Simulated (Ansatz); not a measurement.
Input file for Ansatz (a first-principles code): R-wB97M-V/def2-TZVPPD on BH3 (SMILES B). Files ending in .json are basis or fitting sets from the Basis Set Exchange.

Ansatz 0.2 input:
```yaml
crystal:
  periodic: [false, false, false]
  atoms:
    - {symbol: B, position_ang: [0.21063250, 0.24930107, 0.78962312]}
    - {symbol: H, position_ang: [0.61722313, -0.76718016, 0.28698297]}
    - {symbol: H, position_ang: [-0.85291573, 0.63723910, 0.39399765]}
    - {symbol: H, position_ang: [1.03722783, 1.09088237, 1.00556400]}
basis:
  gaussian:
    orbitals: def2-TZVPPD.json
hamiltonian:
  xc: {name: wB97M-V}
scf: {lower_state_search: off}
```

It printed:

```
WARN ansatz: RAYON_NUM_THREADS=1 ignored (pool sized by the plan → 1); use --threads N
Functional definition: wB97M-V
these checks for a lower state are left out or cut short: stability, starts, cluster_reference, orbital_swaps, neighbouring_geometries, increment
integrals: 0.01 GiB planned
342 factors; their error is unknown
integrals: 0.05 GiB planned
139 factors; integrals over basis functions are off by at most 2.8e-5 eV
mean field: 0.21 GiB planned
mean field evaluation 1: about -722.7434 eV, gradient 1.0e1 eV
mean field evaluation 2: about -723.0221 eV, gradient 2.5e0 eV
mean field evaluation 4: about -723.0432 eV, gradient 9.8e-2 eV
mean field evaluation 8: about -723.0359 eV, gradient 9.5e-4 eV
mean field evaluation 16: about -723.0359 eV, gradient 2.9e-6 eV
mean field -723.03586056 eV, -26.5710777841 hartree, gradient 2.9e-6 eV, S^2 0.000000; 0 other end points of the search recorded, 0 dependent functions left out
reference -723.03590546 eV, -26.5710794344 hartree; 4, 4 occupied and 84, 84 virtual orbitals, 342 factors
Total energy: -723.03590546 eV, -26.5710794344 hartree
Checks for a lower state left out: stability, starts, cluster_reference, orbital_swaps, neighbouring_geometries, increment
```

Self-consistency was reached.

Cost: around 1.0 core-seconds (rough).
